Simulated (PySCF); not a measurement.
dimethylamine (C2H7N), singlet, at a GFN2-xTB geometry; PySCF with R2SCAN/pcseg-1.

The PySCF input:
```python
from pyscf import gto, scf, dft

mol = gto.Mole()
mol.atom = '''
    C    -0.035698   -0.198129    1.208851
    N    -0.011543    0.580847   -0.011457
    C    -0.031279   -0.245558   -1.200238
    H     0.794952   -0.917191    1.288671
    H     0.001605    0.476314    2.062425
    H    -0.972338   -0.755371    1.245980
    H     0.817452    1.168720   -0.021510
    H     0.799606   -0.967144   -1.248648
    H     0.009203    0.394768   -2.079554
    H    -0.967817   -0.803897   -1.218841
'''
mol.basis = 'pcseg-1'
mol.charge = 0
mol.spin = 0
mol.verbose = 4
mol.symmetry = True
mol.build()

mf = dft.RKS(mol)
mf.xc = 'r2scan'
mf.irrep_nelec = {"A'": 14, 'A"': 12}
mf.kernel()
mf.analyze()
```

What the program printed (banner, timings and long lists left out):

```
PySCF version 2.14.0

[INPUT] verbose = 4
[INPUT] num. atoms = 10
[INPUT] num. electrons = 26
[INPUT] charge = 0
[INPUT] spin (= nelec alpha-beta = 2S) = 0
[INPUT] symmetry True subgroup None
[INPUT] Mole.unit = angstrom
[INPUT] Symbol           X                Y                Z      unit          X                Y                Z       unit  Magmom
[INPUT]  1 C     -0.035698000000  -0.198129000000   1.208851000000 AA   -0.067459443195  -0.374409547334   2.284397315407 Bohr   0.0
[INPUT]  2 N     -0.011543000000   0.580847000000  -0.011457000000 AA   -0.021813108656   1.097641750275  -0.021650592209 Bohr   0.0
[INPUT]  3 C     -0.031279000000  -0.245558000000  -1.200238000000 AA   -0.059108743450  -0.464037367696  -2.268121104296 Bohr   0.0
[INPUT]  4 H      0.794952000000  -0.917191000000   1.288671000000 AA    1.502241562175  -1.733239793916   2.435235254669 Bohr   0.0
[INPUT]  5 H      0.001605000000   0.476314000000   2.062425000000 AA    0.003033010430   0.900103009296   3.897418402456 Bohr   0.0
[INPUT]  6 H     -0.972338000000  -0.755371000000   1.245980000000 AA   -1.837452520507  -1.427444312439   2.354560956686 Bohr   0.0
[INPUT]  7 H      0.817452000000   1.168720000000  -0.021510000000 AA    1.544760399978   2.208560716302  -0.040648008939 Bohr   0.0
[INPUT]  8 H      0.799606000000  -0.967144000000  -1.248648000000 AA    1.511036347559  -1.827637283016  -2.359602745986 Bohr   0.0
[INPUT]  9 H      0.009203000000   0.394768000000  -2.079554000000 AA    0.017391149524   0.746003402742  -3.929787521244 Bohr   0.0
[INPUT] 10 H     -0.967817000000  -0.803897000000  -1.218841000000 AA   -1.828909068698  -1.519145162359  -2.303275679391 Bohr   0.0

nuclear repulsion = 84.5375414217099
point group symmetry = Cs
symmetry origin: [-8.54017711e-18  4.36090644e-07  1.45363548e-07]
symmetry axis x: [ 0.97089655 -0.23941118  0.00649432]
symmetry axis y: [-0.23949222 -0.97071873  0.01867166]
symmetry axis z: [-0.00183395  0.01968359  0.99980458]
num. orbitals of irrep A' = 43
num. orbitals of irrep A" = 34
number of shells = 23
number of NR pGTOs = 124
number of NR cGTOs = 77
basis = pcseg-1
ecp = {}

******** <class 'pyscf.dft.rks_symm.SymAdaptedRKS'> ********
method = SymAdaptedRKS
initial guess = minao
damping factor = 0
level_shift factor = 0
DIIS = <class 'pyscf.scf.diis.CDIIS'>
diis_start_cycle = 1
diis_space = 8
diis_damp = 0
SCF conv_tol = 1e-09
SCF conv_tol_grad = None
SCF max_cycles = 50
direct_scf = True
direct_scf_tol = 1e-13
XC library pyscf.dft.libxc version 7.1.2
    S. Lehtola, C. Steigemann, M. J. T. Oliveira, and M. A. L. Marques,  SoftwareX 7, 1–5 (2018)
XC functionals = r2scan
    J. W. Furness, A. D. Kaplan, J. Ning, J. P. Perdew, and J. Sun,  J. Phys. Chem. Lett. 11, 8208–8215 (2020)
    J. W. Furness, A. D. Kaplan, J. Ning, J. P. Perdew, and J. Sun,  J. Phys. Chem. Lett. 11, 9248–9248 (2020)
    J. W. Furness, A. D. Kaplan, J. Ning, J. P. Perdew, and J. Sun,  J. Phys. Chem. Lett. 11, 8208–8215 (2020)
    J. W. Furness, A. D. Kaplan, J. Ning, J. P. Perdew, and J. Sun,  J. Phys. Chem. Lett. 11, 9248–9248 (2020)
radial grids:
    Treutler-Ahlrichs [JCP 102, 346 (1995); DOI:10.1063/1.469408] (M4) radial grids

becke partition: Becke, JCP 88, 2547 (1988); DOI:10.1063/1.454033
pruning grids: <function nwchem_prune>
grids dens level: 3
symmetrized grids: True
atomic radii adjust function: <function treutler_atomic_radii_adjust>
small_rho_cutoff = 0
Freeze 26 electrons in irreps ["A'", 'A"']
    0 free electrons in irreps
Set gradient conv threshold to 3.16228e-05
Initial guess from minao.
tot grids = 110800
init E= -135.037969861448
HOMO (A") = 0.062482633944188  LUMO (A') = -0.279411604556674  gap/eV = -9.30342

WARN: A' LUMO -0.279411604556674 < system HOMO 0.062482633944188

WARN: A" HOMO 0.062482633944188 > system LUMO -0.279411604556674

cycle= 1 E= -134.156418796393  delta_E= 0.882  |g|= 0.812  |ddm|= 12.7
HOMO (A") = -0.0259912791022785  LUMO (A') = -0.427659327321218  gap/eV = -10.92994

WARN: A' LUMO -0.427659327321218 < system HOMO -0.0259912791022785

WARN: A" HOMO -0.0259912791022785 > system LUMO -0.427659327321218

cycle= 2 E= -132.815976134613  delta_E= 1.34  |g|= 2.42  |ddm|= 10.4
HOMO (A") = 0.0315365180361691  LUMO (A') = -0.364889104282782  gap/eV = -10.78729

WARN: A' LUMO -0.364889104282782 < system HOMO 0.0315365180361691

WARN: A" HOMO 0.0315365180361691 > system LUMO -0.364889104282782

cycle= 3 E= -134.317141938024  delta_E= -1.5  |g|= 0.341  |ddm|= 9.87
HOMO (A") = 0.00965885643846498  LUMO (A') = -0.391704521634293  gap/eV = -10.92165

WARN: A' LUMO -0.391704521634293 < system HOMO 0.00965885643846498

WARN: A" HOMO 0.00965885643846498 > system LUMO -0.391704521634293

cycle= 4 E= -134.343677225228  delta_E= -0.0265  |g|= 0.13  |ddm|= 1.28
HOMO (A") = 0.015372162412985  LUMO (A') = -0.37875299160478  gap/eV = -10.72469

WARN: A' LUMO -0.37875299160478 < system HOMO 0.015372162412985

WARN: A" HOMO 0.015372162412985 > system LUMO -0.37875299160478

cycle= 5 E= -134.348234997995  delta_E= -0.00456  |g|= 0.0386  |ddm|= 1.19
HOMO (A") = 0.0139276941247948  LUMO (A') = -0.380369319508233  gap/eV = -10.72937

WARN: A' LUMO -0.380369319508233 < system HOMO 0.0139276941247948

WARN: A" HOMO 0.0139276941247948 > system LUMO -0.380369319508233

cycle= 6 E= -134.348567719029  delta_E= -0.000333  |g|= 0.0174  |ddm|= 0.728
HOMO (A") = 0.0141466331010016  LUMO (A') = -0.379896918948966  gap/eV = -10.72247

WARN: A' LUMO -0.379896918948966 < system HOMO 0.0141466331010016

WARN: A" HOMO 0.0141466331010016 > system LUMO -0.379896918948966

cycle= 7 E= -134.348682418849  delta_E= -0.000115  |g|= 0.00702  |ddm|= 0.377
HOMO (A") = 0.0139625078026109  LUMO (A') = -0.379863718167754  gap/eV = -10.71656

WARN: A' LUMO -0.379863718167754 < system HOMO 0.0139625078026109

WARN: A" HOMO 0.0139625078026109 > system LUMO -0.379863718167754

cycle= 8 E= -134.348698618703  delta_E= -1.62e-05  |g|= 0.00102  |ddm|= 0.0663
HOMO (A") = 0.0139458474631584  LUMO (A') = -0.379883255941912  gap/eV = -10.71664

WARN: A' LUMO -0.379883255941912 < system HOMO 0.0139458474631584

WARN: A" HOMO 0.0139458474631584 > system LUMO -0.379883255941912

cycle= 9 E= -134.348699042965  delta_E= -4.24e-07  |g|= 0.000128  |ddm|= 0.0111
HOMO (A") = 0.0139370448347282  LUMO (A') = -0.379897179678945  gap/eV = -10.71678

WARN: A' LUMO -0.379897179678945 < system HOMO 0.0139370448347282

WARN: A" HOMO 0.0139370448347282 > system LUMO -0.379897179678945

cycle= 10 E= -134.348699048464  delta_E= -5.5e-09  |g|= 6.45e-05  |ddm|= 0.00276
HOMO (A") = 0.0139351194441533  LUMO (A') = -0.379902063654569  gap/eV = -10.71686

WARN: A' LUMO -0.379902063654569 < system HOMO 0.0139351194441533

WARN: A" HOMO 0.0139351194441533 > system LUMO -0.379902063654569

cycle= 11 E= -134.348699049782  delta_E= -1.32e-09  |g|= 1.72e-05  |ddm|= 0.000793
HOMO (A") = 0.0139345578974055  LUMO (A') = -0.379902762284403  gap/eV = -10.71686

WARN: A' LUMO -0.379902762284403 < system HOMO 0.0139345578974055

WARN: A" HOMO 0.0139345578974055 > system LUMO -0.379902762284403

cycle= 12 E= -134.3486990499  delta_E= -1.18e-10  |g|= 1.99e-06  |ddm|= 0.000136
HOMO (A") = 0.0139343062016204  LUMO (A') = -0.37990340743269  gap/eV = -10.71687

WARN: A' LUMO -0.37990340743269 < system HOMO 0.0139343062016204

WARN: A" HOMO 0.0139343062016204 > system LUMO -0.37990340743269

Extra cycle  E= -134.348699049899  delta_E= 1.59e-12  |g|= 3.48e-06  |ddm|= 6.04e-05
converged SCF energy = -134.348699049899
**** SCF Summaries ****
Total Energy =                        -134.348699049898698
Nuclear Repulsion Energy =              84.537541421709946
One-electron Energy =                 -344.156185679950170
Two-electron Energy =                  125.269945208341539
Two-electron Coulomb Energy =          145.219930267079718
DFT Exchange-Correlation Energy =      -19.949985058738175
HOMO-LUMO gap [eV] =                   -10.716870054937434
Wave-function symmetry = A'
occupancy for each irrep:     A'   A"
                               7    6
**** MO energy ****
MO #1 (A' #1), energy= -14.4259605380698 occ= 2
MO #2 (A' #2), energy= -10.135571682867 occ= 2
MO #3 (A" #1), energy= -10.135565760901 occ= 2
MO #4 (A' #3), energy= -1.06121507885389 occ= 2
MO #5 (A" #2), energy= -0.79142415262086 occ= 2
MO #6 (A' #4), energy= -0.732100951009445 occ= 2
MO #7 (A' #5), energy= -0.60803986834659 occ= 2
MO #8 (A" #3), energy= -0.549362829587434 occ= 2
MO #9 (A' #6), energy= -0.543633090458572 occ= 2
MO #10 (A" #4), energy= -0.458340954816874 occ= 2
MO #11 (A' #7), energy= -0.445141389094405 occ= 2
MO #12 (A" #5), energy= -0.426039335657559 occ= 2
MO #13 (A" #6), energy= 0.0139343062016204 occ= 2
MO #14 (A' #8), energy= -0.37990340743269 occ= 0
MO #15 (A' #9), energy= -0.0473298200889767 occ= 0
MO #16 (A' #10), energy= 0.00399715818164559 occ= 0
MO #17 (A' #11), energy= 0.0312342733611759 occ= 0
MO #18 (A' #12), energy= 0.0409535021798226 occ= 0
MO #19 (A" #7), energy= 0.0584110247905918 occ= 0
MO #20 (A' #13), energy= 0.0677704798448171 occ= 0
MO #21 (A" #8), energy= 0.0796983825731257 occ= 0
 ** Mulliken pop on meta-lowdin orthogonal AOs  **
 ** Mulliken pop  **
 ** Mulliken atomic charges  **
charge of    0C =     -0.26879
charge of    1N =      0.18398
charge of    2C =     -0.26879
charge of    3H =      0.01168
charge of    4H =     -0.04545
charge of    5H =      0.05546
charge of    6H =      0.31021
charge of    7H =      0.01168
charge of    8H =     -0.04545
charge of    9H =      0.05546
Dipole moment(X, Y, Z, Debye):  0.04676,  3.07526, -0.06045
```
